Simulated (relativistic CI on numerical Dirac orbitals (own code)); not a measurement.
# What each ingredient does to the levels of Fe22+

Base calculation: Dirac-Coulomb-Breit CI, KLI orbitals optimised for each configuration, model QED, unscaled Slater integrals.

Configurations in the expansion (outside the closed core 1s2): 2s2, 2s 2p, 2p2, 2p 3s, 2p 3p, 2s 3s, 2s 3p, 2s 3d, 2s 4s, 2s 4p, 2s 4d, 2s 4f, 2s 5s, 2s 5p, 2s 5d, 3s2, 2s 5f, 2s 5g, 3s 3p, 3p2. Levels of other configurations are missing.

Variants: (1) one mean potential for all configurations. Shifts of the energy above 2s2 1S_0, in eV, for the lowest level and the first level of each name with at least 55 % of one term (blank where a level changes its place among those of its configuration and J or its character, or is not in the variant):

```csv
Level,Base,Δ(1)
2s2 1S_0,0.00,0.00
2s 2p 3P°_0,43.31,-0.02
2s 2p 3P°_1,47.17,-0.02
2s 2p 3P°_2,58.60,-0.02
2s 2p 1P°_1,94.94,-0.02
2p2 3P_0,118.99,+0.04
2p2 3P_1,127.68,+0.03
2p2 3P_2,133.34,+0.04
2p2 1D_2,150.03,+0.04
2p2 1S_0,177.92,+0.01
2s 3s 3S_1,1104.28,+0.10
2s 3s 1S_0,1112.80,+0.03
2s 3p 3P°_0,1125.62,+0.04
2s 3p 3P°_1,1125.67,+0.04
```

At this charge energies of transitions that change n are usually good to better than 1 %, and those within a shell (Δn = 0) to a few per cent.

Ionisation energy from the two ground configurations alone: base 1943.52 eV. The NIST ASD value (semi-empirical) is 1950.4 eV.

LS names give the leading component of a level, which can be under half, so a name can repeat, a term be missing and a line seem to break the LS rules.
